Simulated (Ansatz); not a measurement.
**How basis sets differ on GeS (germanium sulfide)**

GeS: 2 atoms, total charge 0, spin state singlet. As SMILES, `[S+]#[Ge-]`. Geometry: the measured bond length. The run starts from this shape.

```xyz
2

S     0.0000    0.0000    0.0000
Ge    0.0000    0.0000    2.0121
```

Each level gives the adiabatic ionisation energy (to the doublet cation, no zero-point term) (eV). The values are calculated.

```csv
level,kind,program,value (eV)
HF/STO-3G,Hartree–Fock,Ansatz,5.77
HF/3-21G,Hartree–Fock,Ansatz,8.59
HF/6-31G* (Cartesian functions),Hartree–Fock,Ansatz,8.68
HF/cc-pVTZ,Hartree–Fock,Ansatz,8.60
```

All-electron rows without a relativistic Hamiltonian named are non-relativistic. The values span 5.77 to 8.68 eV.
